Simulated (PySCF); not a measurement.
Rigid-rotor lines calculated for a species of formula C2H12BGeNSi (commonest isotopes; PBE0-D3(BJ)/def2-SVP geometry optimisation, gas phase (PySCF 2.14.0)), labelled J(Ka,Kc):

| transition | MHz |
| --- | --- |
| 1(0,1) ← 0(0,0) | 2207.9 |
| 2(1,2) ← 1(1,1) | 3916.2 |
| 2(0,2) ← 1(0,1) | 4241.1 |
| 1(1,1) ← 0(0,0) | 2986.0 |
| 2(1,1) ← 1(1,0) | 4915.6 |

Q: Find the rotational constants.

A: 1(0,1) ← 0(0,0) is B + C, 2(1,1) ← 1(1,0) is 3B + C and 2(1,2) ← 1(1,1) is B + 3C, so B − C is half the difference of the last two, 499.7 MHz. 1(1,1) ← 0(0,0) is A + C. A = 2131.9, B = 1353.8, C = 854.1 MHz.

Q: What moments of inertia, asymmetry and inertial defect follow?

A: I = 505379 MHz·u·Å² over each constant: Ia = 237.06, Ib = 373.29, Ic = 591.70 u·Å²; κ = (2B − A − C)/(A − C) = -0.218 (asymmetric top); Δ = Ic − Ia − Ib = -18.65 u·Å².

Q: Which dipole components do these lines need?

A: μa and μb (a-type: ΔKa even, ΔKc odd; b-type: both odd). The calculation gives |μa| = 0.41 D, |μb| = 0.32 D, |μc| = 0.02 D.

Q: Where do these fall, and of which type are they? 3(2,1) ← 3(1,2); 3(3,1) ← 2(2,0); 3(0,3) ← 2(0,2); 2(0,2) ← 1(1,1); 3(1,3) ← 2(0,2); 4(0,4) ← 3(0,3); 4(1,4) ← 3(1,3); 2(2,0) ← 2(1,1); 4(3,2) ← 4(2,3).

A: 
```tsv
transition	MHz	type	branch
3(2,1) ← 3(1,2)	2489	b	Q
2(2,0) ← 2(1,1)	2509	b	Q
2(0,2) ← 1(1,1)	3463	b	R
4(3,2) ← 4(2,3)	5635	b	Q
3(0,3) ← 2(0,2)	6031	a	R
3(1,3) ← 2(0,2)	6232	b	R
4(1,4) ← 3(1,3)	7573	a	R
4(0,4) ← 3(0,3)	7700	a	R
3(3,1) ← 2(2,0)	11684	b	R
```

Q: Which structure gave them?

A: `[SiH3][N](B(C)C)[GeH3]`. Three constants can't fix a structure by themselves; this is the one that was computed:
```
atom  x, y, z in Å
C1    -1.062   -1.247   -0.396
B2    -0.439    0.172   -0.064
C3    -1.426    1.410    0.024
N4     0.967    0.337    0.152
Si5    1.625    1.941    0.479
Ge6    2.085   -1.158    0.096
H7    -1.961   -1.153   -1.026
H8    -0.385   -1.967   -0.881
H9    -1.399   -1.711    0.549
H10   -2.398    1.108    0.445
H11   -1.066    2.281    0.594
H12   -1.636    1.761   -1.003
H13    3.114    1.839    0.486
H14    1.223    2.919   -0.576
H15    1.184    2.470    1.806
H16    3.475   -0.706    0.571
H17    2.170   -1.701   -1.342
H18    1.532   -2.242    1.036
```

Not checked by PBE0-D3(BJ)/def2-SVP frequencies. Constants of a rigid frame at the computed geometry: no zero-point averaging, no centrifugal distortion. A rigid rotor knows nothing of internal rotation, which can split or shift real lines. Quadrupole hyperfine structure (11B, 14N) is left out.
